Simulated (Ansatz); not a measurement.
ClFGeH4OSi, SMILES `[OH][GeH]([F])[SiH2]Cl`. The species carries charge 0 and has multiplicity 1. Correlated methods include outer-core shells of Ge, which these sets cover unevenly. Scalar relativity is left out up to krypton.

```json
{"atom": "O1", "x (Å)": "0.982", "y (Å)": "-1.417", "z (Å)": "1.202"}
{"atom": "Ge2", "x (Å)": "-0.270", "y (Å)": "-1.067", "z (Å)": "0.009"}
{"atom": "F3", "x (Å)": "-1.811", "y (Å)": "-1.137", "z (Å)": "0.826"}
{"atom": "Si4", "x (Å)": "-0.056", "y (Å)": "1.198", "z (Å)": "-0.741"}
{"atom": "Cl5", "x (Å)": "0.698", "y (Å)": "2.230", "z (Å)": "0.877"}
{"atom": "H6", "x (Å)": "1.152", "y (Å)": "-0.674", "z (Å)": "1.789"}
{"atom": "H7", "x (Å)": "-0.248", "y (Å)": "-2.239", "z (Å)": "-0.978"}
{"atom": "H8", "x (Å)": "0.912", "y (Å)": "1.314", "z (Å)": "-1.859"}
{"atom": "H9", "x (Å)": "-1.358", "y (Å)": "1.790", "z (Å)": "-1.124"}
```

Q: Give the diagnostics of a CCSD(T)/def2-TZVPP run (frozen core, the Gaussian-basis code of Ansatz). (Best estimate.)

A: Computed: T1 = 0.0121, largest single amplitude 0.018, largest double 0.023, (T) share of the correlation energy 3.5 %, 9 CCSD cycles. The RHF solution is stable towards an unrestricted one. T1 lies under the customary mark of 0.02 for closed shells.
